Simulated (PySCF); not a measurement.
From one molecule to another.

First species: C₂H₉NOSi₂.
SMILES: `C=N[SiH2][SiH2]OC`

Second species: C5H7FNPS.
InChI=1S/C5H7FNPS/c1-7(2)5-8-4(6)3-9-5/h3H,1-2H3

Levels: B3LYP/def2-SVPD for dipole moment, HOMO energy, LUMO energy, HOMO–LUMO gap, static isotropic polarisability and electronic spatial extent ⟨r²⟩ about the centre of nuclear charge; TDDFT B3LYP/def2-SVPD for lowest singlet excitation; TDA B3LYP/def2-SVPD for lowest triplet excitation (Tamm–Dancoff); GFN2-xTB for rotational constant A and rotational constant C. Geometries: GFN2-xTB. All species are isolated and taken at one optimised geometry, non-relativistic unless stated. Electronic properties by PySCF.

Dipoles, sizes and rotational constants follow the conformer. The torsions of the flexible species, by atom-mapped SMILES:
- `[CH2:1]=[N:2][SiH2:3][SiH2:4][O:5][CH3:6]`: C1–N2–Si3–Si4 -113°, N2–Si3–Si4–O5 167°, Si3–Si4–O5–C6 56°
- `[CH3:1][N:2]([CH3:3])[c:4]1[p:5][c:6]([F:7])[cH:8][s:9]1`: C1–N2–C4–P5 -171°

Task: Which of the two has the higher static isotropic polarisability, and by how much?

Result: The second: 114.3 au against 93.8 au, a difference of 20.5 au.

Task: Which of the two has the higher S1 energy, and by how much?

Result: The second: 4.31 eV against 3.96 eV, a difference of 0.35 eV.

Task: Which has the higher HOMO energy?

Result: The second: -5.52 eV against -6.83 eV, a difference of 1.31 eV.

Task: Which of the two has the higher T1 energy, and by how much?

Result: The first: 3.39 eV against 2.91 eV, a difference of 0.48 eV.

Task: Which of the two has the higher dipole moment, and by how much?

Result: The second: 4.40 D against 1.09 D, a difference of 3.31 D.

Task: Which of the two has the higher rotational constant C, and by how much?

Result: The first: 0.916 GHz against 0.650 GHz, a difference of 0.266 GHz.

Task: Which of the two has the higher ⟨r²⟩, and by how much?

Result: The second: 1661 bohr² against 1286 bohr², a difference of 375 bohr².

Task: Which of the two has the higher HOMO–LUMO gap, and by how much?

Result: The first: 5.54 eV against 4.65 eV, a difference of 0.89 eV.

On the first: In wavenumbers S1 is 31900 cm⁻¹ (1 eV = 8065.54 cm⁻¹). The polarisability is 13.90 Å³ as a volume (1 au = 0.148185 Å³), or 1.47 au for each of the 64 electrons.

On the second: The principal polarisabilities are 73.9, 124.3 and 144.6 au; their mean is the isotropic value. S1 lies 0.34 eV below the HOMO–LUMO gap; its leading configuration is HOMO→LUMO+1, weight 0.63, beside HOMO→LUMO, weight 0.33.
